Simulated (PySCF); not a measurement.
Vibration and rotation of KSi

UHF-CCSD(T) constants of KSi, ⁴Σ⁻ (quartet), unpaired electrons σ ↑, π ↑↑ (PySCF, no relativity, basis sets K pcseg-1, Si pcseg-1; masses 38.9637 and 27.9769 u):

| Property | Result |
| --- | --- |
| ωe | 202.2 cm⁻¹ |
| ωexe | 0.711 cm⁻¹ |
| Be | 0.10644 cm⁻¹ |
| αe | 0.000560 cm⁻¹ |
| De to K + Si | 1.37 eV |

(1) What force constant and bond length do these constants imply?

(2) Estimate the centrifugal constant D from the Kratzer relation and find the Dunham coefficient a1.

Correlated steps freeze 10 core orbitals. Correlated levels converge slowly with the basis: in double zeta they bind strong bonds too weakly, by up to about 1 eV, and carry superposition errors of some tenths. The state is the lowest determinant that a PBE0 search found; another state may lie lower at other levels.

## Answers

(1) Reduced mass μred = 16.284 u; k = 5.8918×10⁻⁷·μred·ωe² (u, cm⁻¹, mdyn/Å) = 0.392 mdyn/Å; Re = √(16.8576/(μred·Be)) (u, cm⁻¹, Å) = 3.119 Å.

(2) D = 4Be³/ωe² = 1.18e-07 cm⁻¹; a1 = −1 − αeωe/(6Be²) = -2.67.
